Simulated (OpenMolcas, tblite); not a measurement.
How methods differ on CH3BClFO (methoxychlorofluoroborane)

CH3BClFO has 8 atoms, charge 0, and is taken as a singlet. As SMILES, `COB(F)Cl`. The coordinates come from a PBE0-D4/def2-TZVP relaxation. This is one conformer, not always the lowest.

```jsonl
{"atom": "C", "x (Å)": "0.6620", "y (Å)": "-0.4154", "z (Å)": "0.8046"}
{"atom": "O", "x (Å)": "-0.1223", "y (Å)": "-0.6545", "z (Å)": "-0.3475"}
{"atom": "B", "x (Å)": "-0.7824", "y (Å)": "0.2649", "z (Å)": "-1.0514"}
{"atom": "F", "x (Å)": "-1.4666", "y (Å)": "-0.1299", "z (Å)": "-2.1088"}
{"atom": "Cl", "x (Å)": "-0.8018", "y (Å)": "1.9856", "z (Å)": "-0.6585"}
{"atom": "H", "x (Å)": "1.7006", "y (Å)": "-0.6588", "z (Å)": "0.5760"}
{"atom": "H", "x (Å)": "0.3089", "y (Å)": "-1.0728", "z (Å)": "1.5997"}
{"atom": "H", "x (Å)": "0.5937", "y (Å)": "0.6237", "z (Å)": "1.1300"}
```

Each level gives the vertical ionisation energy (to the doublet cation) (eV). The values are calculated.

| level | kind | program | value (eV) |
| --- | --- | --- | --- |
| GFN1-xTB | semi-empirical | tblite | 16.01 |
| HF/cc-pVDZ | Hartree–Fock | OpenMolcas | 11.13 |
| SVWN5/cc-pVDZ | LDA | OpenMolcas | 11.12 |
| BLYP/cc-pVDZ | GGA | OpenMolcas | 10.78 |
| M06-L/cc-pVDZ | meta-GGA | OpenMolcas | 11.27 |
| TPSS/cc-pVDZ | meta-GGA | OpenMolcas | 11.01 |
| r2SCAN/cc-pVDZ | meta-GGA | OpenMolcas | 11.24 |
| M06-2X/cc-pVDZ | hybrid meta-GGA | OpenMolcas | 11.83 |

The values span 10.78 to 16.01 eV. The xTB values lack the empirical shift that such differences need.
